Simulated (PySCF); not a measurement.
AsGa (SMILES [Ga]=[As]), triplet, at a GFN2-xTB geometry (such geometries of metal compounds can be far from the true shape); B3LYP/STO-3G (PySCF).

Here is a job for PySCF.
```python
from pyscf import gto, scf, dft

mol = gto.M(
    atom='''
Ga   -0.000000   -0.000000   -1.214545
As    0.000000    0.000000    1.140936
''',
    basis='sto-3g',
    charge=0,
    spin=2,
    verbose=4,
)

mf = dft.UKS(mol)
mf.xc = 'b3lyp'
mf.kernel()
mf.analyze()
```

The log (banner, timings and long lists left out):

```
PySCF version 2.14.0

[INPUT] verbose = 4
[INPUT] num. atoms = 2
[INPUT] num. electrons = 64
[INPUT] charge = 0
[INPUT] spin (= nelec alpha-beta = 2S) = 2
[INPUT] symmetry False subgroup None
[INPUT] Mole.unit = angstrom
[INPUT] Symbol           X                Y                Z      unit          X                Y                Z       unit  Magmom
[...]
nuclear repulsion = 229.82494308855
number of shells = 16
number of NR pGTOs = 108
number of NR cGTOs = 36
basis = sto-3g
ecp = {}

******** <class 'pyscf.dft.uks.UKS'> ********
method = UKS
initial guess = minao
damping factor = 0
level_shift factor = 0
DIIS = <class 'pyscf.scf.diis.CDIIS'>
diis_start_cycle = 1
diis_space = 8
diis_damp = 0
SCF conv_tol = 1e-09
SCF conv_tol_grad = None
SCF max_cycles = 50
direct_scf = True
direct_scf_tol = 1e-13
number electrons alpha = 33  beta = 31
XC library pyscf.dft.libxc version 7.1.2
    S. Lehtola, C. Steigemann, M. J. T. Oliveira, and M. A. L. Marques,  SoftwareX 7, 1–5 (2018)
XC functionals = b3lyp
    P. J. Stephens, F. J. Devlin, C. F. Chabalowski, and M. J. Frisch,  J. Phys. Chem. 98, 11623 (1994)
radial grids:
    Treutler-Ahlrichs [JCP 102, 346 (1995); DOI:10.1063/1.469408] (M4) radial grids

becke partition: Becke, JCP 88, 2547 (1988); DOI:10.1063/1.454033
pruning grids: <function nwchem_prune>
grids dens level: 3
symmetrized grids: False
atomic radii adjust function: <function treutler_atomic_radii_adjust>
small_rho_cutoff = 0
Set gradient conv threshold to 3.16228e-05
tot grids = 41328
init E= -4107.79119119997

cycle= 1 E= -4112.45729631524  delta_E= -4.67  |g|= 0.325  |ddm|= 1.62
cycle= 2 E= -4097.93339876121  delta_E= 14.5  |g|= 3.92  |ddm|=  4.1
cycle= 3 E= -4108.61672724699  delta_E= -10.7  |g|= 2.25  |ddm|= 2.45
cycle= 4 E= -4109.6044840436  delta_E= -0.988  |g|=  1.7  |ddm|= 0.467
cycle= 5 E= -4112.26619032081  delta_E= -2.66  |g|= 0.629  |ddm|= 2.91
cycle= 6 E= -4111.97561561018  delta_E= 0.291  |g|=  0.8  |ddm|= 2.09
cycle= 7 E= -4112.20009340179  delta_E= -0.224  |g|= 0.638  |ddm|= 0.302
cycle= 8 E= -4112.47549749124  delta_E= -0.275  |g|= 0.498  |ddm|= 0.537
cycle= 9 E= -4112.49397571829  delta_E= -0.0185  |g|= 0.492  |ddm|= 0.102
cycle= 10 E= -4112.48545407653  delta_E= 0.00852  |g|= 0.543  |ddm|= 0.459
cycle= 11 E= -4112.52228340328  delta_E= -0.0368  |g|= 0.498  |ddm|= 0.0758
cycle= 12 E= -4112.70406309491  delta_E= -0.182  |g|= 0.164  |ddm|= 0.577
cycle= 13 E= -4112.73143585585  delta_E= -0.0274  |g|= 0.0325  |ddm|= 0.297
[...]
SCF not converged.
[...]
**** SCF Summaries ****
Total Energy =                       -4112.732583597158737
Nuclear Repulsion Energy =             229.824943088549674
One-electron Energy =                -6209.726644048851085
Two-electron Energy =                 1867.169117363142277
Two-electron Coulomb Energy =         2025.792676761725943
DFT Exchange-Correlation Energy =     -158.623559398583751
**** MO energy ****
                             alpha | beta                alpha | beta
[...]
To work with the spin densities directly, `use mulliken_meta_spin()` only printing them here.

 ** Mulliken spin pop alpha/beta on meta-lowdin orthogonal AOs **
 ** Mulliken Spin Density (per AO)  **
spin_pop of  0 Ga 1s        0.00000
spin_pop of  0 Ga 2s       -0.00000
spin_pop of  0 Ga 3s       -0.00000
spin_pop of  0 Ga 4s        0.00398
spin_pop of  0 Ga 2px      -0.00000
spin_pop of  0 Ga 2py      -0.00000
spin_pop of  0 Ga 2pz      -0.00000
spin_pop of  0 Ga 3px       0.00011
spin_pop of  0 Ga 3py       0.00008
spin_pop of  0 Ga 3pz       0.00002
spin_pop of  0 Ga 4px       0.21703
spin_pop of  0 Ga 4py       0.06116
spin_pop of  0 Ga 4pz      -0.01936
spin_pop of  0 Ga 3dxy      0.11091
spin_pop of  0 Ga 3dyz      0.00080
spin_pop of  0 Ga 3dz^2     0.00241
spin_pop of  0 Ga 3dxz      0.00139
spin_pop of  0 Ga 3dx2-y2    0.88901
spin_pop of  1 As 1s        0.00000
spin_pop of  1 As 2s        0.00000
spin_pop of  1 As 3s       -0.00000
spin_pop of  1 As 4s        0.00535
spin_pop of  1 As 2px       0.00000
spin_pop of  1 As 2py       0.00000
spin_pop of  1 As 2pz       0.00000
spin_pop of  1 As 3px       0.00045
spin_pop of  1 As 3py       0.00026
spin_pop of  1 As 3pz       0.00001
spin_pop of  1 As 4px       0.45874
spin_pop of  1 As 4py       0.25970
spin_pop of  1 As 4pz       0.00789
spin_pop of  1 As 3dxy     -0.00000
spin_pop of  1 As 3dyz      0.00006
spin_pop of  1 As 3dz^2    -0.00020
spin_pop of  1 As 3dxz      0.00022
spin_pop of  1 As 3dx2-y2   -0.00000
 ** Mulliken Spin Density (per atom)  **
spin density of  0 Ga =      1.26753
spin density of  1 As =      0.73247
 ** Mulliken pop alpha/beta on meta-lowdin orthogonal AOs **
 ** Mulliken pop       alpha | beta **
[...]
In total            33.00000 | 31.00000
 ** Mulliken atomic charges   ( Nelec_alpha | Nelec_beta ) **
charge of  0Ga =     -0.18674  (    16.22714     14.95961 )
charge of  1As =      0.18674  (    16.77286     16.04039 )
Dipole moment(X, Y, Z, Debye):  0.00005, -0.00016,  1.94204
```

Convergence was not reached.
